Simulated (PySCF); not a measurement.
C₂H₆N (SMILES [CH2-]CN), charge -1, singlet, at a GFN2-xTB geometry (in this run its highest filled SCF level lies above zero, so its values depend strongly on the basis, on diffuse functions most of all); PySCF with BLYP/6-31G.

PySCF was given this input:
```python
from pyscf import gto, scf, dft

mol = gto.Mole()
mol.atom = '''
    C     1.34206891   -0.30342750   -0.00661096
    C     0.14876589    0.55092354   -0.00453656
    N    -1.30721820   -0.07433856    0.00884616
    H     1.32777328   -0.97632740    0.89192972
    H     1.31633528   -0.98796197   -0.89606266
    H     0.10851373    1.19267402   -0.89918986
    H     0.11990906    1.20426517    0.88213160
    H    -1.32833243   -0.69336521    0.82186557
    H    -1.33868028   -0.70389088   -0.79571234
'''
mol.basis = '6-31g'
mol.charge = -1
mol.verbose = 5
mol.build()

mf = dft.RKS(mol)
mf.xc = 'blyp'
mf.small_rho_cutoff = 0
mf.kernel()
mf.analyze()
```

Output, abridged:

```
PySCF version 2.14.0

[INPUT] verbose = 5
[INPUT] max_memory = 4000
[INPUT] num. atoms = 9
[INPUT] num. electrons = 26
[INPUT] charge = -1
[INPUT] spin (= nelec alpha-beta = 2S) = 0
[INPUT] symmetry False subgroup None
[INPUT] Mole.unit = angstrom
[INPUT] Symbol           X                Y                Z      unit          X                Y                Z       unit  Magmom
[...]
[INPUT] ---------------- BASIS SET ----------------
[INPUT] l, kappa, [nprim/nctr], expnt,             c_1 c_2 ...
[INPUT] N
[...]
                                627.4579          0.013995
                                142.9021          0.068587
                                40.23433          0.232241
                                12.82021          0.46907
                                4.390437          0.360455
[...]
                                2.71628           -0.169118
                                0.772218          1.145852
[...]
                                2.71628           0.323907
                                0.772218          0.740895
[...]
[INPUT] C
[...]
                                457.36951         0.0140373
                                103.94869         0.0688426
                                29.210155         0.2321844
                                9.286663          0.4679413
                                3.163927          0.362312
[...]
                                1.8812885         -0.1608542
                                0.5442493         1.1434564
[...]
                                1.8812885         0.316424
                                0.5442493         0.7443083
[...]
[INPUT] H
[...]
                                2.8253937         0.23472695
                                0.6401217         0.81375733
[...]
nuclear repulsion = 74.5428138158501
number of shells = 27
number of NR pGTOs = 90
number of NR cGTOs = 39
basis = 6-31g
ecp = {}

******** <class 'pyscf.dft.rks.RKS'> ********
method = RKS
initial guess = minao
damping factor = 0
level_shift factor = 0
DIIS = <class 'pyscf.scf.diis.CDIIS'>
diis_start_cycle = 1
diis_space = 8
diis_damp = 0
SCF conv_tol = 1e-09
SCF conv_tol_grad = None
SCF max_cycles = 50
direct_scf = True
direct_scf_tol = 1e-13
XC library pyscf.dft.libxc version 7.1.2
    S. Lehtola, C. Steigemann, M. J. T. Oliveira, and M. A. L. Marques,  SoftwareX 7, 1–5 (2018)
XC functionals = blyp
    A. D. Becke,  Phys. Rev. A 38, 3098 (1988)
[...]
converged SCF energy = -134.352128715991
Total Energy =                        -134.352128715991341
[...]
0 C 2py          0.00078   0.00128   0.06619   0.01820
0 C 2pz          0.00010   0.19623  -0.00005   0.00000
0 C 3px         -0.13437   0.00130   0.17516  -0.05967
0 C 3py         -0.08174   0.00132   0.04346  -0.07046
0 C 3pz          0.00139   0.20350  -0.00140   0.00084
1 C 1s           0.00419   0.00000   0.00410   0.00257
1 C 2s          -0.04159  -0.00000  -0.02321   0.00227
1 C 3s           0.51394   0.00002   0.60122   0.53229
1 C 2px          0.01685  -0.00146  -0.08241   0.04194
1 C 2py         -0.06075  -0.00148   0.05698   0.04817
1 C 2pz          0.00029  -0.22769   0.00016  -0.00058
1 C 3px          0.03911  -0.00160  -0.06163   0.01872
1 C 3py          0.00854  -0.00163  -0.04853  -0.02854
1 C 3pz         -0.00030  -0.25100   0.00071   0.00007
2 N 1s           0.00357   0.00000   0.00251  -0.00458
2 N 2s          -0.10342  -0.00000   0.00081   0.01628
2 N 3s           0.45822   0.00001   0.34386  -0.75175
2 N 2px          0.03207   0.00038   0.00162   0.02931
2 N 2py          0.08056   0.00039  -0.01893   0.03017
2 N 2pz         -0.00073   0.05965   0.00011  -0.00038
2 N 3px         -0.10964   0.00250   0.19708  -0.23700
2 N 3py          0.11961   0.00255  -0.14613   0.01570
2 N 3pz         -0.00009   0.39173  -0.00031   0.00141
3 H 1s           0.01694  -0.11027   0.00243   0.01336
3 H 2s           0.08943   0.30444  -0.12741  -0.02809
4 H 1s           0.01694   0.11027   0.00243   0.01336
4 H 2s           0.08944  -0.30443  -0.12741  -0.02809
5 H 1s           0.06728  -0.14078   0.00123  -0.01381
5 H 2s          -0.08436   0.42174   0.09894   0.12865
6 H 1s           0.06728   0.14078   0.00123  -0.01381
6 H 2s          -0.08433  -0.42175   0.09894   0.12865
7 H 1s           0.10767  -0.01239   0.01525  -0.01852
7 H 2s          -0.19494   0.14635   0.09538  -0.14562
8 H 1s           0.10767   0.01240   0.01525  -0.01852
8 H 2s          -0.19494  -0.14636   0.09538  -0.14562
 ** Mulliken pop on meta-lowdin orthogonal AOs  **
 ** Mulliken pop  **
[...]
 ** Mulliken atomic charges  **
charge of    0C =     -0.66995
charge of    1C =     -0.10656
charge of    2N =     -0.56416
charge of    3H =     -0.00840
charge of    4H =     -0.00840
charge of    5H =      0.04949
charge of    6H =      0.04949
charge of    7H =      0.12924
charge of    8H =      0.12924

WARN: System has nonzero charge -1; the dipole moment is origin-dependent.
Location of origin: [0. 0. 0.]

Dipole moment(X, Y, Z, Debye): -2.85070, -0.54346,  0.02178
```
